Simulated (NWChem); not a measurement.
**Basis-set convergence for H₂ClNSn**

```xyz
5

Sn     0.4507    -0.3805     0.0000
Cl    -1.9050     0.2196     0.0000
N      1.0596     1.5762     0.0000
H      2.0323     1.8983     0.0000
H      0.3988     2.3610     0.0000
```
Charge 0, spin multiplicity 1.

All runs are NWChem calculations. The geometry was optimised at PBE/def2-SVP with def2 effective core potentials on Sn, a minimum by its harmonic frequencies. It is one conformer; others weren't searched.

Quantity: first vertical ionisation energy at the level G0W0@PBE0.

Effective core potentials replace the inner electrons of Sn; spin-orbit coupling is left out. GW and range-separated runs recompute their integrals, the others keep them in memory, which bears on the times. The structure started from a generated list of species.

The cost column gives rough processor time relative to def2-SVP; each entry includes its own SCF.

```
basis       functions  first vertical ionisation energy (eV)  relative cost
----------  ---------  -------------------------------------  -------------
def2-SVP           68                                    [?]              1
def2-SVPD          95                                    [?]        under 3
def2-TZVP         130                                    [?]              5
def2-TZVPP        151                                   9.13              6
def2-TZVPD        157                                   9.15              8
```

Problem. Some entries are withheld; supply them.

Solution. 
- def2-SVP, first vertical ionisation energy (eV): 8.55
- def2-SVPD, first vertical ionisation energy (eV): 8.93
- def2-TZVP, first vertical ionisation energy (eV): 9.10
